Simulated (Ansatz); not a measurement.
Cartesian coordinates (Å):
```xyz
7

Cr     0.1242     0.1236     0.1736
O     -0.6100    -0.1498    -1.1878
O     -0.4274    -0.9203     1.2101
O      1.8451    -0.0659    -0.0227
H      2.2336    -0.8985    -0.3597
O     -0.1983     1.7456     0.7228
H     -1.1102     2.0552     0.8971
```
Charge 0, spin multiplicity 1.

Method: frozen-core CCSD(T)/def2-TZVPP // BP86-D3(BJ)/def2-SVP (Ansatz, a first-principles code). The restricted HF reference is unstable towards unrestricted orbitals. Warnings of the run: large_difference.

| Item | Result |
|---|---|
| HF energy | -1343.80723 Ha |
| MP2 correlation energy | -1.91861 Ha |

Task: Estimate the CCSD correlation energy, the (T) correction, the total energy and the T1 diagnostic.

Result: 
```json
{
 "CCSD correlation energy": "-1.66454 Ha",
 "(T) correction": "-0.13565 Ha",
 "CCSD(T) total energy": "-1345.60742 Ha",
 "T1 diagnostic": "0.039"
}
```
